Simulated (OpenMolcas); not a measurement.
**Pd2+: effect of the metal basis**

Pd2+ with its 6 nearest fluoride ions at 2.106 Å, on the Mg site of KMgF3 (a = 3.973 Å, distance in the model lattice 1.986 Å). The rest of the host is ab initio model potentials to 7.6 Å and point charges beyond; the distance is set by hand and nothing relaxes.

```
Program             : OpenMolcas
Method              : CASSCF
Spin-orbit coupling : state interaction with AMFI integrals over the reference wave functions
```

Fixed: ligand basis ANO-RCC-VDZP, active space 8 electrons in 5 orbitals (4d), DKH2 Hamiltonian.

States (labels of O, the rotations of Oh). Energies in cm-1 above the lowest state or level, χT in cm3 K/mol; 10Dq and B are least-squares fits to the states below 45000 cm-1, weighted by degeneracy, with a free offset, and given where the rms deviation is under 5 % of |10Dq| (or 100 cm-1) and under 700 cm-1.

```csv
Run,Metal basis,Ground state,First state of that spin,10Dq,B (rms of fit),First gap with spin-orbit (degeneracies),χT at 300 K,First state of another spin,Cost
A,ANO-RCC-VDZP,3A2,3T2 14219,14272,870 (86),"12171 (3, 2)",1.389,1E 13656,roughly 21 core-seconds
B,ANO-RCC-VTZP,3A2,3T2 13637,13650,885 (67),"12016 (3, 2)",1.397,1E 13906,roughly 30 core-seconds
```

Against A, |10Dq| changes by -4.4 % in B.

Costs are those of the RASSCF and RASSI steps.

Without dynamic correlation the repulsion within the d shell is too large (B by tens of per cent), so at a given field states of lower spin stand too high. Real 4d8 and 5d8 ions are as a rule square planar and diamagnetic. With metal d orbitals alone the field can be off either way by tens of per cent. Ligand-to-metal charge-transfer states are missing. With no ligand orbital active B as a rule stays too high, so bands that hang on it stand too high and its fall with covalency is understated. No measured value stands beside these numbers; the geometry was set by hand and not optimised.
